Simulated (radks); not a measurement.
Fractional charge and spin in the 5p shell of samarium: the spin-up occupation runs from 2 to 3 and the spin-down occupation from 2 to 3; the fullest corner is Sm2+, [Kr] 4d10 4f(up 3, down 3) 5s2 5p(up 3, down 3). All-electron calculation, scalar-relativistic Kohn-Sham, PBE, spin-polarised, spherical densities, finite nucleus; Fermi nuclear charge, rms radius of each element as measured or else 0.836 A^(1/3) + 0.57 fm. Program: a radial shooting solver on a logarithmic mesh with Libxc functionals. Energy (eV) minus the two flat planes that join the four corners (they meet along the diagonal where the two added fractions sum to one electron); zero is where a piecewise linear energy would lie.

| down \ up | 2 | 2.5 | 3 |
|---|---|---|---|
| 2 | 0.000 | -1.582 | 0.000 |
| 2.5 | -1.582 | 0.221 | -1.488 |
| 3 | 0.000 | -1.488 | 0.000 |

Corners above the fullest one (they belong to Sm3+ and the next ion): (up 3, down 2) 42.397 eV, (up 2, down 3) 42.397 eV, (up 2, down 2) 97.964 eV. With half an added electron in each spin the energy lies 0.221 eV from the planes, and with half an added electron in spin up alone -1.582 eV. The planes are only a guide here: the flat-plane condition holds for ground states with one frontier orbital, while this shell lies below other occupied shells, so the corners above the fullest one are inner-hole states and not the ground states of those ions.
